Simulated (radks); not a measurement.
Species: Os11+. Configuration: [Kr] 4d10 4f14 5s2 5p3. Calculated with a radial shooting solver on a logarithmic mesh with Libxc functionals: non-relativistic Kohn-Sham, PBE, spin-polarised, spherical densities, point nucleus; open shells are filled with parallel spins first (spin-orbit coupling, left out, can overturn this in heavy ions); relativity is left out, which matters for an element this heavy. Some entries of the table are withheld. Estimate them.

orbital,occ.,eigenvalue (eV),<r^2> (bohr^2)
1s up,1,-67598.92,0.0005306
1s down,1,-67598.52,0.0005306
2s up,1,-11343.10,0.008284
2s down,1,-11342.91,0.008284
2p up,3,-10894.58,0.006119
2p down,3,-10894.24,0.006119
3s up,1,-2763.111,0.05166
3s down,1,-2762.898,0.05166
3p up,3,-2553.743,0.04768
3p down,3,-2553.465,0.04768
3d up,5,-2163.433,0.03693
3d down,5,-2163.151,0.03693
4s up,1,-716.5215,0.2511
4s down,1,-715.9989,0.2508
4p up,3,-627.7746,0.2590
4p down,3,-627.1987,0.2586
4d up,5,-465.3904,0.2769
4d down,5,-464.7114,0.2757
4f up,7,-250.2883,0.3361
5s up,1,(1),1.166
4f down,7,-249.2655,0.3305
5s down,1,(2),1.165
5p up,3,-219.5789,1.303
5p down,0,-214.8823,1.308

Answer. 
(1) 5s up eigenvalue (eV): -249.7664
(2) 5s down eigenvalue (eV): -245.1045
